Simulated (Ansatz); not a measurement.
Stepwise reaction of `[AlH3]` with ammonia, as a gas-phase model of exchange steps in deposition or etching. ΔE in kJ/mol; ΔG adds harmonic PBE0-D4 terms to CCSD(T)/CBS, at 1 bar.

Calculated with Ansatz (gas phase, PBE0-D4/def2-TZVP geometries, no zero-point term in ΔE). CCSD(T)/CBS adds triple-zeta CCSD(T) − MP2 to the extrapolated MP2 energy (def2 sets, frozen cores). This one scheme is used for every species. Functionals use def2-TZVPP. B3LYP here is the variant with VWN-RPA as its local correlation; programs differ in this. Each species was taken in one conformer, which may not be the lowest.

```csv
step,reaction,PBE-D4,B3LYP-D4,ωB97M-V,CCSD(T)/CBS,ΔG(400 K)
2,`[NH2][AlH2]` + NH₃ → `[NH2][AlH][NH2]` + H₂,-63.2,-67.1,-66.3,-68.7,-71.3
3,`[NH2][AlH][NH2]` + NH₃ → `[NH2][Al]([NH2])[NH2]` + H₂,-51.4,-56.8,-55.2,-58.7,-59.7
```

Problem. Give the row of step 1, `[AlH3]` + NH₃ → `[NH2][AlH2]` + H₂. (Best estimate.)

Solution. Ansatz gave: 
```csv
step,reaction,PBE-D4,B3LYP-D4,ωB97M-V,CCSD(T)/CBS,ΔG(400 K)
1,`[AlH3]` + NH₃ → `[NH2][AlH2]` + H₂,-82.3,-83.4,-82.5,-83.6,-86.1
```

Problem. By hand: ΔE of the 3 steps together at CCSD(T)/CBS.

Solution. (-83.6) + (-68.7) + (-58.7) = -211.0 kJ/mol, or -70.3 kJ/mol a step.

In ΔE each step is higher than the one before. All are downhill at CCSD(T)/CBS. ΔG lies between -86.1 and -59.7 kJ/mol a step. PBE-D4 differs from CCSD(T)/CBS by 1.3 to 7.3 kJ/mol a step. Isolated molecules leave out the surface, adducts and barriers. Largest T1 diagnostic: 0.011.
